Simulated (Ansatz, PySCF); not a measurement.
System: BiCl$_{2}$ (charge +1, singlet). It need not be the lowest isomer of its formula. 
Geometry from a B3LYP-D3(BJ)/def2-TZVP (Ansatz, a quantum-chemistry and plane-wave program) optimisation:
```xyz
3

Bi     0.2823    -0.0116     0.3426
Cl     0.6910     0.3253    -1.9636
Cl    -2.0693    -0.2689     0.2909
```
Charge +1, spin multiplicity 1.

Property: vertical electron affinity (to the doublet state of charge +0; a negative value means that the extra electron is unbound and the number depends on the basis; each state is the SCF solution reached for its spin), in eV. Valence correlation only, unless marked. UHF or UKS for open shells. Spin-orbit coupling is left out. Frozen are the shells of the preceding noble gas and the d and f shells that filled before the atom's block. In def2 rows, elements after Kr have scalar-relativistic effective core potentials. Basis-set limits of correlation are two-point, X^-3; Hartree-Fock from the larger set. The bracket is a focal-point correction in the basis named.

| level | program | vertical electron affinity (eV) |
|---|---|---|
| HF/def2-SVPD | Ansatz | 8.05 |
| HF/def2-TZVPPD | Ansatz | 7.96 |
| PBE/def2-TZVPD | Ansatz | 7.85 |
| r2SCAN/def2-TZVPD | Ansatz | 8.09 |
| BHLYP/def2-TZVPD | Ansatz | 8.21 |
| M06-2X/def2-TZVPD | PySCF | 8.32 |
| wB97M-V/def2-TZVPD | Ansatz | 8.19 |
| wB97X/def2-TZVPD | Ansatz | 8.14 |
| B2PLYP/def2-TZVPD | Ansatz | 8.00 |
| MP2/def2-SVPD | Ansatz | 7.97 |
| RI-MP2/def2-QZVPPD | Ansatz | 8.03 |
| SCS-MP2/def2-TZVPPD | Ansatz | 7.96 |
| CCSD/def2-SVPD | Ansatz | 8.02 |
| CCSD/def2-TZVPPD | Ansatz | 8.07 |
| RI-MP2/CBS(def2-TZVPPD,def2-QZVPPD)+[CCSD(T)-MP2]/def2-TZVPPD | Ansatz | 8.09 |
